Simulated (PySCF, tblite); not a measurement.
Potential energy surface of Cl₂Ge, singlet: symmetric bend, bond length relaxed. Scanned: Cl-Ge-Cl angle. Other coordinates (Ge-Cl bond length) were minimised at B3LYP/def2-TZVP.

GFN2-xTB, 300 K electronic temperature (tblite); wB97X-V/cc-pVDZ (PySCF).

Energies relative to the lowest point of each profile, in mEh; the last columns give the difference from wB97X-V:

```tsv
a / °	GFN2-xTB	wB97X-V	GFN2-xTB − wB97X-V
180	50.7	65.9	-15.1
170	48.7	63.2	-14.5
160	43.1	55.8	-12.7
150	35.0	45.3	-10.2
140	25.8	33.2	-7.5
130	16.5	21.2	-4.8
120	8.3	10.7	-2.4
110	2.4	3.1	-0.7
100	0.0	0.0	0.0
90	2.9	3.6	-0.6
80	14.6	17.9	-3.3
```

GFN2-xTB is furthest from wB97X-V at 180 (-15.1 mEh, below); its mean absolute difference over the points is 6.5 mEh.
